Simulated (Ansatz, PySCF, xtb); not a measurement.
Dimer: NH3 (SMILES N) (first 4 atoms) with CH2F2 (SMILES FCF); geometry from B3LYP-D3(BJ)/def2-TZVP, rigid monomers moved along the line of their centres of mass till N1···H8 is 2.13 Å.
(charge 0, multiplicity 1):
```xyz
9

N     -0.00900    -0.09883    -0.11897
H     -1.02159    -0.08224    -0.17193
H      0.31878     0.83279    -0.34891
H      0.32128    -0.72332    -0.84607
F     -1.04532    -0.47597     3.37437
C      0.27741    -0.37068     3.03991
F      0.72680     0.84825     3.46838
H      0.36787    -0.41974     1.95405
H      0.82759    -1.14547     3.57733
```

Counterpoise-corrected where a basis set is named; no monomer relaxation. Rows marked so take none.

Rows in 6-31G* carry no dispersion term and start afresh at each structure (6-31G* with six Cartesian d functions).

Programs: Ansatz (a first-principles code); PySCF for 6-31G* rows, the dispersion terms; xtb for the GFN methods. Each number belongs to the level named beside it.

One of these levels gives -97.2 meV for the interaction energy. Which?
A. GFN1-xTB
B. BP86/6-31G* (no counterpoise)
C. B3LYP-D3(BJ)/def2-TZVPPD
D. PBE0/def2-TZVPPD

D, PBE0/def2-TZVPPD. The others give -173.5 (GFN1-xTB), -125.0 (BP86/6-31G* (no counterpoise)), -111.3 (B3LYP-D3(BJ)/def2-TZVPPD)
